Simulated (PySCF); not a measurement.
ethylmethylamine (C3H9N), SMILES CCNC. Coordinates come from a PBE-D3(BJ)/def2-SVP optimisation. One conformer was computed; it need not be the lowest.

Task: Give the equilibrium geometry at PBE-D3(BJ)/def2-SVP (PySCF confirms it by a frequency run) as bond lengths and angles. (An estimate is asked for; the answer gives what the named calculation found.)

Result: Several could match; the one computed here: 
Atoms: C1 C2 N3 C4 H5 H6 H7 H8 H9 H10 H11 H12 H13. Bonded distances (Å): C1–C2 1.525, C1–H5 1.108, C1–H6 1.108, C1–H7 1.111, C2–N3 1.454, C2–H8 1.126, C2–H9 1.114, N3–C4 1.450, N3–H10 1.028, C4–H11 1.109, C4–H12 1.112, C4–H13 1.124. Angles (°): C2–C1–H5 110.6, C2–C1–H6 111.3, C2–C1–H7 111.1, H5–C1–H6 108.7, H5–C1–H7 107.7, H6–C1–H7 107.3, C1–C2–N3 111.5, C1–C2–H8 109.5, C1–C2–H9 109.6, N3–C2–H8 113.0, N3–C2–H9 107.8, H8–C2–H9 105.2, C2–N3–C4 113.9, C2–N3–H10 109.2, C4–N3–H10 109.8, N3–C4–H11 110.2, N3–C4–H12 109.8, N3–C4–H13 115.0, H11–C4–H12 107.1, H11–C4–H13 107.8, H12–C4–H13 106.6.
Charge 0, spin multiplicity 1.
